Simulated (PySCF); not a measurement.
BrH5N2OSi. Atoms are numbered in the order given.

```xyz
10

N     -1.2491     1.6702     0.7811
Si    -0.1216     0.4010     0.7466
N      1.4218     1.0462     1.0774
O     -0.7727    -0.7454     1.7509
Br     0.1904    -0.6634    -1.2232
H     -1.0530     2.5462     0.3139
H     -2.2400     1.4736     0.8496
H      2.2622     0.6123     0.7177
H      1.5834     1.5764     1.9260
H     -0.5424    -1.6537     1.5352
```
Charge 0, spin multiplicity 1.

Geometry: PBE0-D3(BJ)/def2-SVP. The structure was generated by enumeration, and PubChem lists no compound with its InChIKey, so it may never have been made. One conformer was computed; it need not be the lowest.

Method: PySCF with TDA-PBE0/def2-SVPD.

Vertical excitations. 

```csv
state,energy (eV),λ (nm),f,main pairs
S1,6.63,187,0.021,HOMO→LUMO 91 %
S2,6.75,184,0.041,HOMO−1→LUMO 89 %
S3,7.25,171,0.087,HOMO−2→LUMO 89 %
S4,7.41,167,0.056,"HOMO→LUMO+1 44 %, HOMO−3→LUMO 30 %, HOMO→LUMO+2 9 %"
S5,7.54,164,0.048,"HOMO−1→LUMO+1 45 %, HOMO−3→LUMO 28 %"
S6,7.69,161,0.059,"HOMO−3→LUMO 30 %, HOMO→LUMO+1 30 %, HOMO−1→LUMO+1 27 %"
S7,7.80,159,0.003,HOMO→LUMO+2 65 %
S8,7.82,159,0.019,"HOMO→LUMO+3 35 %, HOMO−1→LUMO+2 29 %, HOMO−1→LUMO+3 9 %, HOMO−2→LUMO+1 7 %"
S9,7.96,156,0.005,HOMO−2→LUMO+1 73 %
S10,8.03,154,0.004,"HOMO→LUMO+3 39 %, HOMO−1→LUMO+2 18 %, HOMO−1→LUMO+3 17 %, HOMO→LUMO+2 9 %"
T1,6.37,195,0,HOMO→LUMO 84 %
T2,6.44,192,0,HOMO−1→LUMO 81 %
T3,6.91,179,0,"HOMO−2→LUMO 66 %, HOMO−2→LUMO+1 10 %"
T4,6.99,177,0,"HOMO→LUMO+1 50 %, HOMO−3→LUMO 22 %, HOMO→LUMO+2 10 %"
```
Triplets are in the Tamm–Dancoff approximation.
